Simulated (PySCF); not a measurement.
## BP86 on Sb⁺ (antimony, charge +1)

Configuration: [Kr] 4d10 5s2 5p2, high-spin 3P determinant. Calculation: PySCF 2.14, in x2c-TZVPall (8s6p4d2f, 60 functions); the spin-free X2C one-electron Hamiltonian (Gaussian nucleus).

| Property | Result |
| --- | --- |
| Total energy | -6481.11 hartree |
| One-electron energy | -8882.94 hartree |
| Hartree (Coulomb) energy | 2574.40 hartree |
| Exchange-correlation energy | -172.58 hartree |
| ⟨S²⟩ | 2.0013 |
| ⟨L²⟩ | 2.006 |
| Sum of ⟨r⟩ | 33.27 bohr |
| Sum of ⟨r²⟩ | 47.97 bohr² |
| Traceless quadrupole moment −½Σ⟨3z² − r²⟩ along its main axis | 3.09 e·bohr² |
| Langevin diamagnetic susceptibility | -38.0 ×10⁻⁶ cm³/mol |
| Time after the integrals | 0.9 s of wall time on 1 thread of Neoverse-V2 (shared host) |

| shell | electrons | mean orbital energy (hartree) | spread (hartree) | rms radius, mean of both spins (bohr) |
| --- | --- | --- | --- | --- |
| 1s α | 1 | -1112.17498 | 0 | 0.0325 |
| 1s β | 1 | -1112.17326 | 0 | 0.0325 |
| 2s α | 1 | -169.56781 | 0 | 0.133 |
| 2s β | 1 | -169.56727 | 0 | 0.133 |
| 2p α | 3 | -152.38755 | 0.00204 | 0.118 |
| 2p β | 3 | -152.38630 | 0.00321 | 0.118 |
| 3s α | 1 | -33.51807 | 0 | 0.353 |
| 3s β | 1 | -33.51662 | 0 | 0.353 |
| 3p α | 3 | -27.90598 | 0.00613 | 0.354 |
| 3p β | 3 | -27.90434 | 0.00762 | 0.354 |
| 3d α | 5 | -19.28352 | 0.00547 | 0.332 |
| 3d β | 5 | -19.28204 | 0.00684 | 0.332 |
| 4s α | 1 | -5.78150 | 0 | 0.841 |
| 4s β | 1 | -5.77797 | 0 | 0.841 |
| 4p α | 3 | -4.06001 | 0.01543 | 0.910 |
| 4p β | 3 | -4.05615 | 0.01898 | 0.910 |
| 4d α | 5 | -1.55006 | 0.01622 | 1.12 |
| 4d β | 5 | -1.54220 | 0.02241 | 1.12 |
| 5s α | 1 | -0.78389 | 0 | 2.29 |
| 5s β | 1 | -0.73601 | 0 | 2.29 |
| 5p α | 2 | -0.46575 | 0 | 2.86 |

Densities and radii are taken from the X2C orbitals without a picture-change correction, which distorts them close to the nucleus.
